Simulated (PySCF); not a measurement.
CdF2. Atoms are numbered in the order given.

```xyz
3

Cd     0.0000     0.0000     0.0000
F      0.0000     0.0000    -1.9216
F      0.0000     0.0000     1.9216
```

The structure is a stationary point at PBE0-D3(BJ)/def2-TZVP. The def2 effective core potentials stand for the cores of Cd; spin–orbit coupling is left out.

Computed with PySCF 2.14.0 with PBE0-D3(BJ)/def2-TZVP.

Frequencies are harmonic and unscaled.

Modes within 1.5 cm⁻¹ of each other (mostly degenerate sets) share a row, with their intensities summed.

Computed vibrational spectrum:
```
mode  ν (cm⁻¹)  IR (km/mol)  Raman (Å⁴/amu)  depolarisation  moving atoms (share of kinetic energy)
----  --------  -----------  --------------  --------------  --------------------------------------
1–2        138         70.4             0.0               –                         F 75 %, Cd 25 %
3          542          0.0            11.0            0.28                                 F 100 %
4          647        104.1             0.0               –                         F 75 %, Cd 25 %
```
